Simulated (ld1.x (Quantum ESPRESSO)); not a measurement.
**beryllium: excitation energies, all-electron against RRKJ**

Be (Z = 4), norm-conserving RRKJ (Kleinman–Bylander form), made with ld1.x (Quantum ESPRESSO) 7.5 (PBEsol, fully relativistic). Core [He], reference 2s1 2p1. Waves: 2p (bound): rc 4.20 bohr; 3d channel at 0.1 Ry: rc 4.40 bohr; 2s (bound): rc 2.25 bohr. Local part: the s channel. Core correction: Bessel-smoothed model core, default radius (core density twice the valence density).

Open shells are filled in proportion to 2j + 1 (rel_dist='average').

Energies are relative to the spin-unpolarised reference configuration 2s1 2p1; without spin polarisation the order of configurations can differ from experiment.

(1) Give the all-electron excitation energy and the error of the potential for: 2s2 2p0; 2s1 2p0; 2s1.5 2p0; 2s0 2p1; 2s0 2p2.

Levels in the configuration 2s1 2p0:

| level | all-electron (eV) | pseudo (eV) |
| --- | --- | --- |
| 2s j=1/2 | -13.577 | -13.409 |

## Answers

(1)

```tsv
valence configuration	charge	ΔE all-electron (eV)	error AE − PS (meV)
2s2 2p0	0	-3.594	-32
2s1 2p0	+1	5.864	+98
2s1.5 2p0	+0.5	0.127	+23
2s0 2p1	+1	9.770	-93
2s0 2p2	0	3.618	-35
```
